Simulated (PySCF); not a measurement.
A structure optimised at TPSSh-D3(BJ)/def2-SVP, used in a PySCF frequency run:

```xyz
9

Al     0.6464     0.6655     0.2089
Br    -0.8905    -0.9438    -0.2731
C      0.6291     2.3721    -0.7358
H      0.7570     2.2221    -1.8217
H      1.4278     3.0498    -0.3906
H     -0.3369     2.8879    -0.5985
N      1.8188     0.2515     1.4708
H      2.5647     0.8606     1.7990
H      1.8446    -0.6320     1.9745
```
Charge 0, spin multiplicity 1.

Problem. Write its SMILES and formula.

Solution. [CH3][Al]([NH2])[Br], CH5AlBrN

Problem. What are its rotational constants (standard atomic weights)?

Solution. 5.4223, 1.8462, 1.3893 GHz
